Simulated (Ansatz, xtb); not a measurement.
Redistribution: SiH3(OH) + SiH(CH3)(SiH3)2 → SiH3(SiH3) + SiH(CH3)(OH)(SiH3)

Species: SiH3(OH) (silanol), singlet; SiH(CH3)(SiH3)2, singlet; SiH3(SiH3) (disilane), singlet; SiH(CH3)(OH)(SiH3), singlet. The partners trade OH for SiH3; both sit on Si, so the bond types are kept.

Shapes, held fixed at every level: PBE0-D4/def2-TZVP. Flexible molecules stand in one conformer, not always the lowest. Programs: Ansatz 0.2.0, xtb 6.7.1. The zero-point and thermal change to 298 K, harmonic and unscaled (PBE0-D4/def2-TZVP), is -2.2 kJ/mol.

Estimate ΔH(298 K) of this reaction.

The highest level, CCSD(T)/CBS estimate, gives ΔH(298 K) = +1.0 kJ/mol; the levels span -1.5 to +2.8. That is about zero within the method's error. They disagree on the sign: 5 of 9 are positive. The column of differences is taken from that level and isn't an error. No measured value is set beside it here. The CBS estimate extrapolates MP2 from def2-TZVPP and def2-QZVPP and adds CCSD(T) − MP2 in the triple-zeta set, cores frozen.

```json
{"level": "GFN2-xTB", "kind": "semi-empirical", "ΔH(298 K) (kJ/mol)": "+0.6", "less CCSD(T)/CBS estimate": "-0.4"}
{"level": "HF/def2-SVP", "kind": "Hartree–Fock", "ΔH(298 K) (kJ/mol)": "-1.5", "less CCSD(T)/CBS estimate": "-2.5"}
{"level": "B3LYP-D4/def2-TZVPP", "kind": "global hybrid", "ΔH(298 K) (kJ/mol)": "-0.4", "less CCSD(T)/CBS estimate": "-1.4"}
{"level": "r2SCAN0-D4/def2-TZVPP", "kind": "global hybrid", "ΔH(298 K) (kJ/mol)": "+0.3", "less CCSD(T)/CBS estimate": "-0.7"}
{"level": "wB97M-V/def2-TZVPP", "kind": "range-separated hybrid", "ΔH(298 K) (kJ/mol)": "-0.6", "less CCSD(T)/CBS estimate": "-1.6"}
{"level": "CCSD(T)/def2-SVP", "kind": "coupled cluster or CI", "ΔH(298 K) (kJ/mol)": "+2.8", "less CCSD(T)/CBS estimate": "+1.8"}
{"level": "CCSD/def2-SVP", "kind": "coupled cluster or CI", "ΔH(298 K) (kJ/mol)": "+1.9", "less CCSD(T)/CBS estimate": "+0.9"}
{"level": "CCSD/def2-TZVPP", "kind": "coupled cluster or CI", "ΔH(298 K) (kJ/mol)": "-0.3", "less CCSD(T)/CBS estimate": "-1.3"}
{"level": "CCSD(T)/CBS estimate", "kind": "coupled cluster or CI", "ΔH(298 K) (kJ/mol)": "+1.0", "less CCSD(T)/CBS estimate": "0.0"}
```
